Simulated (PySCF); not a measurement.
FGeH₆NSi, SMILES F[SiH2][NH][GeH3]. Atoms are numbered in the order given.

```xyz
10

Si     1.7212    -0.4471     0.1221
F      2.1326    -0.7024    -1.4384
N      0.3979     0.6334     0.2973
Ge    -1.4146     0.2428     0.2136
H      2.9221     0.1385     0.7709
H      1.3334    -1.7688     0.6717
H      0.6174     1.6273     0.2753
H     -2.0231     0.7092    -1.1268
H     -2.1344     0.9572     1.3762
H     -1.5228    -1.2850     0.3525
```
Charge 0, spin multiplicity 1.

Geometry: B3LYP-D3(BJ)/def2-SVP. This is a generated structure with no PubChem entry under its InChIKey; it may be hypothetical. One conformer was computed; it need not be the lowest.

Two levels are set side by side: PBE/pcSseg-1 (PySCF) and B3LYP/pcSseg-1 (PySCF). GIAO shifts against CFCl3 (¹⁹F), GeH4 (⁷³Ge), NH3 (¹⁵N), TMS (²⁹Si), TMS (¹H) at the same level; non-relativistic, no solvent, atoms listed together averaged. Differences are taken from unrounded values.

```tsv
quantity	PBE
δ(²⁹Si) of Si1 (ppm)	-16.8
δ(¹⁹F) of F2 (ppm)	-174.0
δ(¹⁵N) of N3 (ppm)	43.3
δ(⁷³Ge) of Ge4 (ppm)	211.2
δ(¹H) of H7 (ppm)	1.10
```

These are the PBE values. What does B3LYP give? (An estimate is asked for; the answer gives what the named calculation found.)


| quantity | B3LYP | PBE minus B3LYP |
|---|---|---|
| δ(²⁹Si) of Si1 (ppm) | -22.9 | 6.1 |
| δ(¹⁹F) of F2 (ppm) | -162.0 | -12.0 |
| δ(¹⁵N) of N3 (ppm) | 37.5 | 5.8 |
| δ(⁷³Ge) of Ge4 (ppm) | 195.0 | 16.3 |
| δ(¹H) of H7 (ppm) | 0.93 | 0.17 |

Rough cost on one machine, each run with all the roots and properties that it gave: B3LYP against PBE within a factor of 2.
